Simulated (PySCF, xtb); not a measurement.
Al(All)(F)(OH) (C3H6AlFO), SMILES C=C[CH2][Al]([OH])[F]. The values are those of a single conformer.

Harmonic wavenumbers (cm⁻¹) from GFN2-xTB in xtb at its own minimum, in rising order: 33, 58, 107, 170, 194, 245, 315, 400, 433, 509, 648, 664, 752, 874, 929, 944, 1005, 1015, 1092, 1168, 1293, 1402, 1436, 1691, 2931, 2944, 3039, 3097, 3127, 3783.

Problem. What does PySCF with B3LYP-D3(BJ)/def2-SVP give at its own minimum? (An estimate is asked for; the answer gives what the named calculation found.)

Solution. 36, 45, 139, 199, 238, 287, 370, 412, 551, 571, 686, 711, 841, 912, 928, 936, 1008, 1032, 1091, 1196, 1312, 1410, 1437, 1690, 3054, 3117, 3129, 3136, 3231, 3922. Paired by order, the mean absolute difference is 46 cm⁻¹ and the zero-point energies are 51.9 and 53.8 kcal/mol.
